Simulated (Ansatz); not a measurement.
Input file for C$_{2}$H$_{3}$F$_{2}$GeN, SMILES `[CH3][Ge]([F])([F])[C]#N`:

```yaml
crystal:
  periodic: [false, false, false]
  atoms:
    - {symbol: C, position_ang: [-0.511967, -0.959531, 0.806556]}
    - {symbol: Ge, position_ang: [0.477395, 0.042375, -0.486385]}
    - {symbol: F, position_ang: [2.166934, -0.020434, -0.188090]}
    - {symbol: F, position_ang: [0.271229, -0.580651, -2.072829]}
    - {symbol: C, position_ang: [0.042905, 1.906886, -0.603510]}
    - {symbol: N, position_ang: [-0.263795, 3.015687, -0.624065]}
    - {symbol: H, position_ang: [-0.337231, -0.545341, 1.799537]}
    - {symbol: H, position_ang: [-1.575099, -0.907553, 0.571724]}
    - {symbol: H, position_ang: [-0.181871, -1.997838, 0.780061]}
basis:
  gaussian: {orbitals: def2-SVP}
correlation: {method: ccsd_t}
```

```sh
$ ansatz run in.yaml --threads 4 --pin off --events-out ev --progress --plain --max-ram 10444MiB
```

Log, shortened:

```
Functional definition: HF
1160 factors; integrals over basis functions are off by at most 1.2e-3 eV
mean field evaluation 1: about -65458.4669 eV, gradient 4.7e1 eV
mean field evaluation 2: about -65458.5798 eV, gradient 4.7e1 eV
mean field evaluation 4: about -65463.2515 eV, gradient 4.7e0 eV
mean field evaluation 8: about -65463.3319 eV, gradient 4.2e-1 eV
mean field -65463.33256694 eV, -2405.7330991946 hartree, gradient 1.6e-6 eV, S^2 0.000000; 0 other end points of the search recorded, 0 dependent functions left out
14 core orbitals not correlated: weight in the atoms' cores, before any rotation towards them, 1.000 or more for the frozen orbitals, at most 0.000 for the correlated occupied ones
reference -65463.33256694 eV, -2405.7330991946 hartree; 22, 22 occupied and 81, 81 virtual orbitals, 1160 factors
second order -27.54245572 eV of doubles, -0.00000000 eV of singles
cycle   1  -27.01857699 eV  change    5.2e-1 eV  update   1.3e-1
cycle   2  -27.76486552 eV  change   -7.5e-1 eV  update   3.9e-2
cycle   3  -27.93628415 eV  change   -1.7e-1 eV  update   1.9e-2
cycle   4  -27.93330126 eV  change    3.0e-3 eV  update   4.9e-3
cycle   5  -27.93526296 eV  change   -2.0e-3 eV  update   2.1e-3
cycle   6  -27.93698984 eV  change   -1.7e-3 eV  update   6.1e-4
cycle   7  -27.93709567 eV  change   -1.1e-4 eV  update   2.3e-4
cycle   8  -27.93710843 eV  change   -1.3e-5 eV  update   5.7e-5
cycle   9  -27.93712889 eV  change   -2.0e-5 eV  update   2.1e-5
perturbative correction -0.79632293 eV, -0.0292643278 hartree
Total energy: -65492.06601876 eV, -2406.7890340726 hartree
```

Hardware: 4 threads of an Arm Neoverse V1 on a shared host. Wall time 13 s, peak host memory 0.68 GiB.

Correlation energy per correlated electron: -0.653 eV. T1 diagnostic: 0.0122.
